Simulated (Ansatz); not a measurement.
```yaml
crystal:
  periodic: [false, false, false]
  atoms:
    - {symbol: B, position_ang: [-0.051366, -1.049660, -0.994917]}
    - {symbol: S, position_ang: [-0.061661, 0.684677, -1.872163]}
    - {symbol: C, position_ang: [-0.192417, 0.527943, -0.151562]}
    - {symbol: C, position_ang: [-1.196816, -0.253987, 0.354232]}
    - {symbol: C, position_ang: [0.972469, 0.987401, 0.669468]}
    - {symbol: F, position_ang: [0.876504, 0.570081, 1.976221]}
    - {symbol: H, position_ang: [0.996766, -1.476963, -0.617499]}
    - {symbol: H, position_ang: [-0.883859, -1.781333, -1.431381]}
    - {symbol: H, position_ang: [-2.127214, -0.375564, -0.179926]}
    - {symbol: H, position_ang: [-1.143323, -0.582286, 1.385900]}
    - {symbol: H, position_ang: [1.903837, 0.612392, 0.240684]}
    - {symbol: H, position_ang: [0.984081, 2.082198, 0.655044]}
basis:
  gaussian: {orbitals: def2-TZVP}
magnetization: {spin_polarized: true, initial_magnetization: 1}
hamiltonian: {xc: {name: HF}}
correlation: {method: mp2, electrons: outside_noble_gas}
scf: {lower_state_search: full}
output: {forces: true}
```

```sh
$ ansatz run in.yaml --threads 4 --pin off --events-out ev --progress --plain --max-ram 10444MiB
```

Output, abridged:

```
Error: a molecule whose nuclei and cores have a total charge of 54 cannot have a net charge of 0 together with 1 unpaired electrons
```

Q: What is wrong with this run?

A: The number of unpaired electrons doesn't fit the electron count. The program refused the input.
